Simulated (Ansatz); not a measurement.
Species: CdI2, charge 0, singlet. CdI2 (SMILES [I][Cd][I]).
B3LYP-D3(BJ)/def2-TZVP minimum from Ansatz (a quantum-chemistry and plane-wave program):
```
Cd
I 1 2.6122
I 1 2.6122 2 180.00
```

Total energies in hartree (Ansatz). Radicals and triplets start from unrestricted determinants; spin-orbit coupling is neglected. Cores are frozen in correlated methods (noble-gas shells, and filled d and f shells in the p block). Past Kr the def2 sets carry scalar-relativistic core potentials. Spin-orbit terms, left out, reach several kcal/mol for Br and I, and more for heavier atoms.

```tsv
species	HF/def2-TZVPP	CCSD(T)/def2-TZVPP	HF/def2-QZVPP	CCSD(T)/def2-QZVPP	CCSD(T)/def2-SVP	CCSDT(Q)/def2-SVP
1: CdI2 (SMILES [I][Cd][I])	-760.32153	-761.04516	-760.32678	-761.13362	-760.74678	-760.74774
2: Cd (singlet)	-166.88392	-167.31105	-166.88491	-167.34967	-167.12243	-167.12248
3: I (doublet)	-296.65857	-296.79430	-296.65973	-296.81374	-296.74085	-296.74112
```

### Question
Work out the atomisation energy (electronic, to ground-state atoms) in kcal/mol: take Hartree-Fock from def2-QZVPP, extrapolate the CCSD(T) correlation energy as X^-3 (X = 3, 4), and add CCSDT(Q) - CCSD(T) in def2-SVP. 1 hartree = 627.51 kcal/mol.

### Answer

Species 1: correlation (64·(-0.80684) - 27·(-0.72363))/37 = -0.86756; step -0.00096; E1 = -760.32678 + (-0.86756) + (-0.00096) = -761.19530
Species 2: correlation (64·(-0.46476) - 27·(-0.42713))/37 = -0.49222; step -0.00005; E2 = -166.88491 + (-0.49222) + (-0.00005) = -167.37718
Species 3: correlation (64·(-0.15401) - 27·(-0.13573))/37 = -0.16735; step -0.00027; E3 = -296.65973 + (-0.16735) + (-0.00027) = -296.82735
-1·E1 +1·E2 +2·E3 = 0.16342 hartree = 102.5 kcal/mol.
